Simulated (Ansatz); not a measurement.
`CN([SiH3])[SiH2]F`. Charge 0, multiplicity 1.

Cartesian coordinates in Å:
```
C 1.393 -0.527 0.284
N 0.065 -0.018 -0.065
Si -1.235 -1.161 0.039
Si -0.129 1.649 -0.367
F -0.166 2.521 0.978
H 1.498 -0.692 1.361
H 1.593 -1.474 -0.227
H 2.169 0.179 -0.023
H -0.969 -2.304 -0.876
H -2.492 -0.472 -0.343
H -1.359 -1.710 1.417
H -1.417 1.868 -1.057
H 1.048 2.142 -1.121
```

Task: What are the harmonic wavenumbers in cm⁻¹ at PBE0-D4/def2-TZVP (Ansatz, finite differences of forces, unscaled)? (Best estimate.)

Result: The calculation gave: 57, 104, 132, 156, 216, 265, 334, 570, 633, 705, 730, 784, 861, 920, 925, 941, 958, 964, 995, 1140, 1145, 1225, 1461, 1490, 1505, 2206, 2214, 2246, 2249, 2272, 3023, 3085, 3106.

Task: Is this a minimum?

Result: Yes, all 33 modes are real.

Task: Give the ideal-gas thermochemistry at 298.15 K and 1 bar (rigid rotor, harmonic oscillator; point group C1, symmetry number 1).

Result: Zero-point energy 237.0 kJ/mol; H(298) − E = 260.7 kJ/mol; entropy 370.4 J/(mol·K), of which translation 167.4, rotation 115.1, vibration 87.9; G(298) − E = 150.3 kJ/mol. Modes under 100 cm⁻¹ are hindered rotations or soft bends, so the harmonic entropy is rough.

Task: And at 400, 500, 600, 800 and 1000 K?

Result: 
```csv
T (K),H − E (kJ/mol),S (J/mol/K),G − E (kJ/mol)
400,274.6,410.3,110.5
500,290.8,446.4,67.6
600,309.1,479.7,21.3
800,350.5,539.1,-80.7
1000,396.9,590.7,-193.8
```
